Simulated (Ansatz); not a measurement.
Total energies of Mg₄O₇H₆ from Ansatz at PBE0-D4/def2-TZVP, gas phase (1 Eh = 27.2114 eV = 2625.5 kJ/mol). The reference geometry is relaxed at PBE0-D4/def2-SVP.

```xyz
17

Mg   -2.099    0.408    0.434
Mg    3.270    1.736   -1.046
Mg    0.589    0.802   -0.265
Mg   -1.474   -2.290    0.706
O    -0.387   -0.565    0.977
O    -0.740   -0.795   -0.500
O    -1.102    1.932   -0.043
O     2.228    1.495    0.573
O    -1.482   -4.075    0.983
O    -3.107   -1.115    0.914
O     1.657    1.069   -1.894
H     2.435    1.594    1.503
H    -3.985   -1.398    1.168
H     1.440    0.846   -2.799
H     4.822    2.297   -1.501
H    -1.184    2.876   -0.164
H    -0.883   -4.817    0.951
```

```csv
state,geometry,energy (Eh)
charge 0 singlet,reference,-1330.19574
charge 1 doublet,reference,-1329.88111
charge 1 doublet,relaxed at PBE0-D4/def2-SVP,-1329.88643
charge -1 doublet,reference,-1330.20358
free Mg atom (singlet),–,-199.96078
free O atom (triplet),–,-75.01860
free H atom (doublet),–,-0.50104
```

The structure holds one bond between oxygen atoms, so isomers without such links may lie far lower.

Q: Work out the vertical ionisation energy to the doublet.

A: E(charge 1 doublet) − E(charge 0 singlet) = -1329.88111 − (-1330.19574) = 0.31463 Eh = 8.56 eV. For comparison, −ε of the highest occupied level is 6.87 eV at this level, 1.69 eV less.

Q: Work out the vertical electron affinity, to the doublet.

A: E(charge 0 singlet) − E(charge -1 doublet) = -1330.19574 − (-1330.20358) = 0.00784 Eh = 0.21 eV. The basis lacks diffuse functions, which makes affinities too small.

Q: Give the fundamental gap IE − EA, the Mulliken electronegativity (IE + EA)/2 and the hardness (IE − EA)/2.

A: From the values in Eh: IE − EA = 0.31463 − 0.00784 = 0.30679 Eh = 8.35 eV; (IE + EA)/2 = 4.39 eV; (IE − EA)/2 = 4.17 eV. The HOMO–LUMO gap of the same run is 5.51 eV, 2.84 eV smaller than the fundamental gap.

Q: How much does the charge 1 doublet relax, and what is the adiabatic ionisation energy?

A: Relaxation: -1329.88111 − (-1329.88643) = 0.00532 Eh = 0.14 eV. Adiabatic ionisation energy: 0.30931 Eh = 8.42 eV, without zero-point energy. 

Q: What is the binding energy per atom against free atoms?

A: Atoms: 4 × (-199.96078) + 7 × (-75.01860) + 6 × (-0.50104) = -1327.97956 Eh. Binding: -1327.97956 − (-1330.19574) = 2.21618 Eh = 60.31 eV, or 3.55 eV for each of 17 atoms (no zero-point energy, no counterpoise term).

The restricted singlet is unstable towards broken spin symmetry in Hartree–Fock (as tested in another run); at PBE0-D4/def2-TZVP this wasn't settled. At PBE0-D4/def2-TZVP the highest occupied level of the charge -1 doublet lies above zero (up to 1.15 eV). By energy differences its removal costs 0.21 eV (vertical, to the charge 0 singlet, at PBE0-D4/def2-TZVP); self-interaction error and the lack of diffuse functions both raise the level.  

The structure comes from a short search, and lower isomers may exist.
